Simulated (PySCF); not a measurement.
## Vertical excitation energies

Compound: C7H9N.
Numbering: `[CH3:1][C@@H:2]1[CH:3]=[CH:4][CH2:5][C@H:6]1[C:7]#[N:8]` (hydrogens: H9, H10, H11 on C1; H12 on C2; H13 on C3; H14 on C4; H15, H16 on C5; H17 on C6)

Structure used (GFN2-xTB), in Å, numbered top down from 1:
```xyz
17
C7H9N angstrom
C     -1.8955   -0.4781   -0.5839
C     -0.6972   -0.2119    0.3219
C     -0.5089    1.2428    0.6492
C      0.7285    1.6581    0.4474
C      1.6288    0.5656   -0.0430
C      0.6521   -0.5951   -0.3482
C      1.1434   -1.8542    0.1404
N      1.5279   -2.8499    0.5519
H     -2.8193   -0.2070   -0.0776
H     -1.8199    0.1082   -1.4980
H     -1.9451   -1.5330   -0.8466
H     -0.8297   -0.7797    1.2520
H     -1.3281    1.8342    1.0189
H      1.1065    2.6500    0.6240
H      2.2001    0.8610   -0.9245
H      2.3445    0.2854    0.7360
H      0.5051   -0.6843   -1.4297
```

Method used: TDDFT CAM-B3LYP/def2-SVPD, vertical, gas phase, core orbitals frozen in the response in PySCF.

```
state  E (eV)  ν̃ (cm⁻¹)       f  |μ| (D)     main configurations (H = HOMO, L = LUMO)
   S1    7.02      56640   0.033     1.11                       H→L (61%), H→L+1 (28%)
   S2    7.12      57450   0.242     2.99                       H→L+1 (66%), H→L (28%)
   S3    7.75      62510  0.0022     0.27                     H→L+2 (49%), H→L+3 (39%)
   S4    7.80      62910  0.0008     0.16   H-1→L+6 (23%), H-2→L+5 (15%), H-2→L+4 (8%)
   S5    7.95      64090  0.0064     0.46                     H→L+2 (39%), H→L+3 (39%)
   S6    8.12      65500  0.0030     0.31   H-1→L+5 (16%), H-2→L+6 (13%), H-1→L+4 (9%)
   S7    8.13      65580   0.021     0.82  H-2→L+5 (18%), H-2→L+4 (10%), H-2→L+6 (10%)
   S8    8.15      65720   0.029     0.97                     H→L+4 (61%), H→L+6 (19%)
```

Triplets (Tamm–Dancoff): T1 4.41 eV, H→L+1 (46%), H→L (40%); T2 6.51 eV, H-2→L+6 (20%), H-1→L+5 (19%), H-1→L+4 (10%); T3 6.90 eV, H→L+1 (47%), H→L (42%).

The lowest singlet comes at 177 nm (678 kJ/mol) in the vacuum ultraviolet; it is of moderate strength; its leading configuration is HOMO→LUMO (61%). The most intense listed level is S2 at 7.12 eV (174 nm, f = 0.242), 0.10 eV above S1. S6/S7 lie within about 0.01 eV of each other. Löwdin shares by element: HOMO carbon 80% or more (atoms not listed hold the other 20%); LUMO carbon 51% or more (atoms not listed hold the other 49%). Orbital energies (eV): HOMO-3 -11.37, HOMO-2 -10.70, HOMO-1 -10.44, HOMO -8.87, LUMO 1.04, LUMO+1 1.22, LUMO+2 1.71. Of the 8 states listed, 4 reach f = 0.01 and none stays under 0.0005. The listed states span 1.13 eV, and the widest gap between neighbours is 0.63 eV (S2 to S3). Only the lowest 8 singlets were computed, as vertical energies without vibronic structure.

On an x86-64 server with one thread, on a shared host, this took 38 s of wall time.

One conformer stands for the species.
